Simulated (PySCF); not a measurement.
Start geometry of `F[C@@H]1CC[S@+]1[AlH3-]` from GFN2-xTB (Å):
```
atom  x, y, z in Å
F1     0.127    1.541    1.058
C2    -0.749    1.141    0.089
C3    -1.388   -0.213    0.379
C4    -0.635   -0.995   -0.700
S5     0.147    0.516   -1.370
Al6    2.095    0.046    0.162
H7    -1.409    1.988   -0.118
H8    -2.467   -0.201    0.228
H9    -1.168   -0.548    1.392
H10   -1.254   -1.487   -1.445
H11    0.122   -1.685   -0.314
H12    2.612    1.518    0.119
H13    1.449   -0.616    1.431
H14    2.517   -1.004   -0.934
```

Task: What comes out of this run: PySCF, PBE0-D3(BJ)/def2-SVP geometry optimisation, gas phase?

Result: 
```
atom  x, y, z in Å
F1    -0.364    1.946    0.987
C2    -0.906    1.198    0.012
C3    -1.390   -0.183    0.433
C4    -0.761   -0.958   -0.731
S5     0.311    0.467   -1.195
Al6    2.312   -0.068    0.195
H7    -1.631    1.813   -0.545
H8    -2.478   -0.286    0.556
H9    -0.890   -0.440    1.378
H10   -1.447   -1.190   -1.557
H11   -0.181   -1.852   -0.463
H12    3.005    1.365    0.307
H13    1.544   -0.679    1.467
H14    2.872   -1.133   -0.866
```

The energy falls by 0.414 eV over 15 energy and gradient evaluations, the largest force component goes from 0.0108 to 2.6e-04 Eh/bohr, and the atoms move by 0.345 Å rms after alignment. The bond that changes most is C2–S5 (ends: sp3 C–F carbon; sulfur bonded to Al and 2 C), which lengthens by 0.041 Å. Bonds longer at the end by more than 0.005 Å: 9 of 14; shorter: 2. Among the angles that change most is C2–S5–Al6, from 87.6° to 104.3°. Among the dihedrals that turn most is H7–C2–C3–H8, from 7° to -26°. Rotational constants go from 2959, 2182, 1761 to 2905, 1847, 1480 MHz. The orientation of the end geometry is arbitrary; only internal coordinates are fixed.

The run used 132 basis functions and 95 SCF cycles in all.

No PBE0-D3(BJ)/def2-SVP frequencies stand behind this structure, so it isn't proved a minimum. The numbers are those of one conformer.
